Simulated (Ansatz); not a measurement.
Born–Oppenheimer molecular dynamics of C2H6BF (10 atoms, charge 0, multiplicity 1). It starts from a relaxed structure.

Theory: RKS PBE0-D4/STO-3G in Ansatz.

| Item | Value |
| --- | --- |
| ensemble | NVE (velocity Verlet) |
| time step | 0.25 fs |
| steps asked | 500 |
| starting velocities drawn for | 500 K |
| seed | 670084 |

First frame:

```xyz
10
Properties=species:S:1:pos:R:3
B -0.004 0.036 -0.002
C -0.019 -0.073 1.581
H -1.028 -0.139 2.003
H 0.548 -0.952 1.913
H 0.476 0.801 2.026
C 1.365 0.053 -0.804
H 1.915 -0.882 -0.637
H 1.234 0.179 -1.885
H 2.013 0.863 -0.443
F -1.139 0.113 -0.656
```

**Question.** How far do the bonds stretch over the last three quarters of this one trajectory? (Pairs bonded in most of those frames.)

**Answer.** 
| bond | mean (Å) | spread (Å) | shortest | longest |
| --- | --- | --- | --- | --- |
| B1–C2 | 1.591 | 0.018 | 1.56 | 1.64 |
| B1–C6 | 1.589 | 0.018 | 1.55 | 1.62 |
| B1–F10 | 1.316 | 0.016 | 1.29 | 1.35 |
| C2–H3 | 1.099 | 0.010 | 1.08 | 1.12 |
| C2–H4 | 1.100 | 0.013 | 1.07 | 1.13 |
| C2–H5 | 1.098 | 0.032 | 1.05 | 1.15 |
| C6–H7 | 1.098 | 0.012 | 1.07 | 1.13 |
| C6–H8 | 1.101 | 0.021 | 1.06 | 1.14 |
| C6–H9 | 1.103 | 0.015 | 1.08 | 1.13 |

Mean temperature of the second half: 245 K. The conserved energy stayed within 0.073 meV per atom of its start (net change 0.05 meV per atom), so the integration is sound. Over the second half the temperature averaged 0.49 of the 500 K drawn at the start: a run that starts near a minimum puts about half its kinetic energy into the potential. A run of 0.12 ps of so small a system gives no equilibrium averages. Limits of this set-up: minimal basis.

Run time: 5.6 min on 1 thread of Intel(R) Xeon(R) 6975P-C (Granite Rapids), with other jobs on the host, peak memory 0.1 GiB.
